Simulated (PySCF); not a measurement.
CH₄CdOSe (SMILES C[O][Cd][SeH]), singlet, geometry from GFN2-xTB (such geometries of metal compounds can be far from the true shape) (core potentials on Cd); DF-PBE/def2-SVPD (PySCF).

The PySCF input:
```python
from pyscf import gto, scf, dft

mol = gto.M(
    atom='''
Cd   -0.35170642   -0.57661038   -0.14476491
O     1.02725731   -0.75078686   -1.56198725
C     1.15015418   -1.71407077   -2.56698177
H     0.28112938   -1.72684659   -3.24129396
H     2.03360189   -1.45060513   -3.16079572
H     1.30471033   -2.72412360   -2.15985394
Se   -0.02051120    1.42662116    1.21490930
H    -1.15913655    1.36447316    2.10153195
''',
    basis='def2-svpd',
    ecp={'Cd': 'def2-svpd'},
    verbose=4,
    max_memory=1800,
)

mf = dft.RKS(mol)
mf.xc = 'pbe'
mf = mf.density_fit(auxbasis='def2-universal-jkfit')
mf.kernel()
```

Output, abridged:

```
PySCF version 2.14.0

[INPUT] verbose = 4
[INPUT] num. atoms = 8
[INPUT] num. electrons = 72
[INPUT] charge = 0
[INPUT] spin (= nelec alpha-beta = 2S) = 0
[INPUT] symmetry False subgroup None
[INPUT] Mole.unit = angstrom
[INPUT] Symbol           X                Y                Z      unit          X                Y                Z       unit  Magmom
[INPUT]  1 Cd    -0.351706420000  -0.576610380000  -0.144764910000 AA   -0.664628810051  -1.089635698781  -0.273566032347 Bohr   0.0
[INPUT]  2 O      1.027257310000  -0.750786860000  -1.561987250000 AA    1.941234975357  -1.418781543322  -2.951728112563 Bohr   0.0
[INPUT]  3 C      1.150154180000  -1.714070770000  -2.566981770000 AA    2.173476401224  -3.239124313422  -4.850892512051 Bohr   0.0
[INPUT]  4 H      0.281129380000  -1.726846590000  -3.241293960000 AA    0.531257533769  -3.263267114239  -6.125157873607 Bohr   0.0
[INPUT]  5 H      2.033601890000  -1.450605130000  -3.160795720000 AA    3.842950618498  -2.741246410589  -5.973038246497 Bohr   0.0
[INPUT]  6 H      1.304710330000  -2.724123600000  -2.159853940000 AA    2.465545195591  -5.147847533464  -4.081532415663 Bohr   0.0
[INPUT]  7 Se    -0.020511200000   1.426621160000   1.214909300000 AA   -0.038760550486   2.695923275909   2.295845843187 Bohr   0.0
[INPUT]  8 H     -1.159136550000   1.364473160000   2.101531950000 AA   -2.190450620473   2.578480576720   3.971319827523 Bohr   0.0

nuclear repulsion = 341.244019225479
number of shells = 60
number of NR pGTOs = 246
number of NR cGTOs = 150
basis = def2-svpd
ecp = {'Cd': 'def2-svpd'}

******** <class 'pyscf.df.df_jk.DFRKS'> ********
method = DFRKS
initial guess = minao
damping factor = 0
level_shift factor = 0
DIIS = <class 'pyscf.scf.diis.CDIIS'>
diis_start_cycle = 1
diis_space = 8
diis_damp = 0
SCF conv_tol = 1e-09
SCF conv_tol_grad = None
SCF max_cycles = 50
direct_scf = False
XC library pyscf.dft.libxc version 7.1.2
    S. Lehtola, C. Steigemann, M. J. T. Oliveira, and M. A. L. Marques,  SoftwareX 7, 1–5 (2018)
XC functionals = pbe
    J. P. Perdew, K. Burke, and M. Ernzerhof,  Phys. Rev. Lett. 77, 3865 (1996)
    J. P. Perdew, K. Burke, and M. Ernzerhof,  Phys. Rev. Lett. 78, 1396 (1997)
    J. P. Perdew, K. Burke, and M. Ernzerhof,  Phys. Rev. Lett. 77, 3865 (1996)
    J. P. Perdew, K. Burke, and M. Ernzerhof,  Phys. Rev. Lett. 78, 1396 (1997)
radial grids:
    Treutler-Ahlrichs [JCP 102, 346 (1995); DOI:10.1063/1.469408] (M4) radial grids

becke partition: Becke, JCP 88, 2547 (1988); DOI:10.1063/1.454033
pruning grids: <function nwchem_prune>
grids dens level: 3
symmetrized grids: False
atomic radii adjust function: <function treutler_atomic_radii_adjust>
small_rho_cutoff = 0
Set gradient conv threshold to 3.16228e-05
Initial guess from minao.
tot grids = 110248
init E= -2669.47575284887
  HOMO = -0.611256099695175  LUMO = -0.609974482802735  gap/eV = 0.03487
cycle= 1 E= -2681.62517248125  delta_E= -12.1  |g|= 2.83  |ddm|= 7.64
  HOMO = 0.0396938371015072  LUMO = 0.0433823081991422  gap/eV = 0.10037
cycle= 2 E= -2618.799577126  delta_E= 62.8  |g|= 9.26  |ddm|=  110
  HOMO = -0.253942736886049  LUMO = -0.185772382902648  gap/eV = 1.85501
cycle= 3 E= -2683.94243920546  delta_E= -65.1  |g|= 0.87  |ddm|=  110
  HOMO = -0.0595733003940057  LUMO = -0.0333957404772982  gap/eV = 0.71233
cycle= 4 E= -2680.31141633936  delta_E= 3.63  |g|= 3.32  |ddm|= 3.75
  HOMO = -0.174969556382815  LUMO = -0.101387314085336  gap/eV = 2.00227
cycle= 5 E= -2684.10779225287  delta_E= -3.8  |g|= 0.394  |ddm|= 3.21
  HOMO = -0.20128117283765  LUMO = -0.137326773700032  gap/eV = 1.74029
cycle= 6 E= -2684.12412754801  delta_E= -0.0163  |g|= 0.327  |ddm|= 0.924
  HOMO = -0.201142048905829  LUMO = -0.138760869255542  gap/eV = 1.69748
cycle= 7 E= -2684.14728780316  delta_E= -0.0232  |g|= 0.0626  |ddm|= 0.349
  HOMO = -0.202447310135572  LUMO = -0.13557591654304  gap/eV = 1.81966
cycle= 8 E= -2684.1480744364  delta_E= -0.000787  |g|= 0.0326  |ddm|= 0.099
  HOMO = -0.203460839661854  LUMO = -0.13611662013404  gap/eV = 1.83253
cycle= 9 E= -2684.14837672095  delta_E= -0.000302  |g|= 0.00835  |ddm|= 0.0515
  HOMO = -0.204212501476614  LUMO = -0.137042514344827  gap/eV = 1.82779
cycle= 10 E= -2684.14839294876  delta_E= -1.62e-05  |g|= 0.00533  |ddm|= 0.015
  HOMO = -0.20407732860273  LUMO = -0.137068323743051  gap/eV = 1.82341
cycle= 11 E= -2684.1483988897  delta_E= -5.94e-06  |g|= 0.000668  |ddm|= 0.00541
  HOMO = -0.204035760112824  LUMO = -0.137029127466327  gap/eV = 1.82334
cycle= 12 E= -2684.14839898143  delta_E= -9.17e-08  |g|= 0.000244  |ddm|= 0.00103
  HOMO = -0.204026000632584  LUMO = -0.137015938698426  gap/eV = 1.82344
cycle= 13 E= -2684.14839899545  delta_E= -1.4e-08  |g|= 3.77e-05  |ddm|= 0.000381
  HOMO = -0.204027398634554  LUMO = -0.137014987386145  gap/eV = 1.82350
cycle= 14 E= -2684.14839899594  delta_E= -4.85e-10  |g|= 1.49e-05  |ddm|= 9.07e-05
  HOMO = -0.204026454984572  LUMO = -0.137016470110922  gap/eV = 1.82343
Extra cycle  E= -2684.14839899554  delta_E= 4.01e-10  |g|= 3.66e-05  |ddm|= 8.68e-05
converged SCF energy = -2684.14839899554
```
